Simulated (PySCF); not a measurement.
**Fractional electron number in Zr²⁺ (zirconium, charge +2)**

The 4d alpha orbital of [Kr] 4d2 is emptied in steps (occupation f), with all orbitals relaxed, ending at [Kr] 4d1. Computed with PySCF 2.14 in def2-TZVP with the def2 core potential (28 electrons), with scalar relativity through the core potential. The exact energy is a straight line in f; departures are measured from the line between the end points of the same method.

```json
{"f": "1", "PBE0 (eV)": "0.000", "r2SCAN (eV)": "0.000", "LC-wPBE (eV)": "0.000"}
{"f": "0.9", "PBE0 (eV)": "-0.338", "r2SCAN (eV)": "-0.441", "LC-wPBE (eV)": "-0.084"}
{"f": "0.7", "PBE0 (eV)": "-0.791", "r2SCAN (eV)": "-1.032", "LC-wPBE (eV)": "-0.196"}
{"f": "0.5", "PBE0 (eV)": "-0.943", "r2SCAN (eV)": "-1.229", "LC-wPBE (eV)": "-0.232"}
{"f": "0.3", "PBE0 (eV)": "-0.792", "r2SCAN (eV)": "-1.031", "LC-wPBE (eV)": "-0.193"}
{"f": "0.1", "PBE0 (eV)": "-0.339", "r2SCAN (eV)": "-0.440", "LC-wPBE (eV)": "-0.082"}
{"f": "0", "PBE0 (eV)": "0.000", "r2SCAN (eV)": "0.000", "LC-wPBE (eV)": "0.000"}
```

```tsv
method	E(f=0) − E(f=1) (eV)	−ε at f=1 (eV)	−ε at f=0.5 (eV)
PBE0	23.307	19.554	23.304
r2SCAN	23.305	18.408	23.306
LC-wPBE	23.205	22.268	23.212
```

Orbital energy along the path (eV):

```json
{"f": "1", "PBE0": "-19.554", "r2SCAN": "-18.408", "LC-wPBE": "-22.268"}
{"f": "0.9", "PBE0": "-20.296", "r2SCAN": "-19.376", "LC-wPBE": "-22.456"}
{"f": "0.7", "PBE0": "-21.794", "r2SCAN": "-21.333", "LC-wPBE": "-22.835"}
{"f": "0.5", "PBE0": "-23.304", "r2SCAN": "-23.306", "LC-wPBE": "-23.212"}
{"f": "0.3", "PBE0": "-24.817", "r2SCAN": "-25.279", "LC-wPBE": "-23.581"}
{"f": "0.1", "PBE0": "-26.325", "r2SCAN": "-27.231", "LC-wPBE": "-23.938"}
{"f": "0", "PBE0": "-27.067", "r2SCAN": "-28.182", "LC-wPBE": "-24.113"}
```

Reference removal energy between the ground levels: 23.170 eV (semi-empirical (NIST evaluation); NIST Atomic Spectra Database, ionization energies). The calculation has no spin-orbit coupling.
